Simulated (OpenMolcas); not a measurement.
Pm3+ with 7 ligands (chloride) in pentagonal bipyramidal coordination (D5h) at 2.79 Å, the axial distance 2.929 Å. A charge of +0.571 e stands 2.8 Å behind each ligand. Ligand basis ANO-RCC-VDZP.

```yaml
Program: OpenMolcas 26.06
Method: CASSCF
Basis: ANO-RCC-VDZP [7s6p4d2f1g]
Scalar_Hamiltonian: DKH2, point nucleus
Active_space: 4 electrons in 7 orbitals (4f)
State_averaging: 2S+1 = 5 even, 35 roots (33 in the spin-orbit step); 2S+1 = 3 even, 117 roots kept (CI in the orbitals of an earlier block, 106 in the spin-orbit step); 2S+1 = 1 even, 75 roots kept (CI in the orbitals of an earlier block, 31 in the spin-orbit step)
Spin-orbit_coupling: state interaction with AMFI integrals over the reference wave functions
```

(1) What is the spin-free ground state?

(2) Where is the first state of the same spin?

(3) What are the lowest two levels with spin-orbit coupling?

(4) What is χT at 300 K, and how does it compare with the textbook value?

## Answers

(1) A state of multiplicity 5, 1-fold in its orbital part, 100 % from free-ion I terms; it has the highest spin that f4 allows.

(2) A 1-fold state lies at 0.83 cm-1 above the ground state.

(3) A 2-fold level with g = 0.00, 0.00, 3.51, then a 2-fold level 28.3 cm-1 above it. Their leading multiplicities are 5 (98 %) and 5 (98 %).

(4) Hund's rules give f4 the level 5I4 with g = 0.600, so an isolated free-ion multiplet has χT = g² J(J+1) / 8 = 0.900 cm3 K/mol. The computed 0.986 at 300 K differs by +10 %, through the field's splitting, the mixing of terms and any other multiplet in reach.

High states are left out of the spin-orbit mixing, which shifts the levels that they would mix with. Without dynamic correlation the ligand-field splitting of an f shell can come out too small, at times by half. The first state left out of the spin-orbit step lies near 39000 cm-1 above the lowest spin-free state of the reference (among the parities and spins computed), and the lists stop at four fifths of that energy or lower. No measured value stands beside these numbers; the geometry is a model, was not optimised and need not be the one that this ion takes.

With an even number of electrons the g values are those of a degenerate or nearly degenerate non-Kramers pair.
